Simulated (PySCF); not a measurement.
From one molecule to another.

First species: C4H10OP2Si2.
SMILES with atom numbers: `[CH3:1][C:2](=[O:3])[C:4]#[C:5][Si@H:6]([PH2:7])[SiH2:8][PH2:9]` (hydrogens: H10, H11, H12 on C1; H13 on Si6; H14, H15 on P7; H16, H17 on Si8; H18, H19 on P9)

Second species: C5H3Cl3SSi.
SMILES with atom numbers: `[CH:1]#[C:2][C:3](=[C:4]=[S:5])[SiH2:6][C:7]([Cl:8])([Cl:9])[Cl:10]` (hydrogens: H11 on C1; H12, H13 on Si6)

Levels: PBE0/pcSseg-1 for dipole moment, HOMO energy, LUMO energy and HOMO–LUMO gap; GFN2-xTB for rotational constant A and rotational constant C. Geometries: GFN2-xTB. All species are isolated and taken at one optimised geometry, non-relativistic unless stated; the electronic structure was computed with PySCF and density fitting.

The conformers computed, where there is a choice (atom-mapped SMILES and torsion angles):
- `[CH3:1][C:2](=[O:3])[C:4]#[C:5][Si@H:6]([PH2:7])[SiH2:8][PH2:9]`: C5–Si6–Si8–P9 66°, H–P7–Si6–C5 -82°, H–P7–Si6–C5 -174°, H–P9–Si8–Si6 -62°, H–P9–Si8–Si6 -155°
- `[CH:1]#[C:2][C:3](=[C:4]=[S:5])[SiH2:6][C:7]([Cl:8])([Cl:9])[Cl:10]`: C2–C3–Si6–C7 179°, C3–Si6–C7–Cl8 61°

**Question.** Which has the higher LUMO energy?

**Answer.** The first: -2.03 eV against -2.69 eV, a difference of 0.66 eV.

**Question.** Which has the higher HOMO–LUMO gap?

**Answer.** The first: 5.54 eV against 4.06 eV, a difference of 1.48 eV.

**Question.** Which has the higher rotational constant A?

**Answer.** The first: 0.929 GHz against 0.886 GHz, a difference of 0.043 GHz.

**Question.** Which of the two has the higher dipole moment, and by how much?

**Answer.** The first: 2.05 D against 1.51 D, a difference of 0.54 D.

**Question.** Which has the higher rotational constant C?

**Answer.** The second: 0.379 GHz against 0.339 GHz, a difference of 0.040 GHz.

**Question.** Which has the higher HOMO energy?

**Answer.** The second: -6.75 eV against -7.57 eV, a difference of 0.82 eV.

On the first: A dipole of 2.05 D is allowed in C1, and pure rotational transitions are dipole-allowed. The dipole matches unit charges of opposite sign 0.43 Å apart (1 e·Å = 4.8032 D).

On the second: The dipole equals about 5.0 × 10⁻³⁰ C·m (1 D = 3.33564 × 10⁻³⁰ C·m).
